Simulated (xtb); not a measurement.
SbBr3, SMILES [Br][Sb]([Br])[Br]. All values are semi-empirical tight-binding results from xtb (GFN2-xTB unless named), good for trends rather than for accurate numbers. Geometry: GFN2-xTB. The isomer is the one that the SMILES or the coordinates give; other isomers of the formula were not compared.

Optimised geometry:

Bond lengths (Å): Sb1–Br2 2.552, Sb1–Br3 2.552, Sb1–Br4 2.552. Bond angles (°): Br2–Sb1–Br3 95.8, Br2–Sb1–Br4 95.8, Br3–Sb1–Br4 95.8.

For metal compounds this method's bond lengths and energies can be far off.

Task: Estimate the properties. (Estimate from the structure and the level; the computed values follow.)

Result: 
```yaml
point_group_as_xtb_finds_it: C3v
orbital_gap: 3.87 eV
zero_point_energy: 1.2 kcal/mol
G − E(el) at 298.15 K (modified RRHO): -20.9 kcal/mol
```

Task: Give the atomic charges and the Wiberg bond orders between heavy atoms. (Estimate from the structure and the level; the computed values follow.)

Result: charges (e) Sb1 0.46, Br2 -0.15, Br3 -0.15, Br4 -0.15. Bond orders Sb1–Br2 1.19, Sb1–Br3 1.19, Sb1–Br4 1.19.
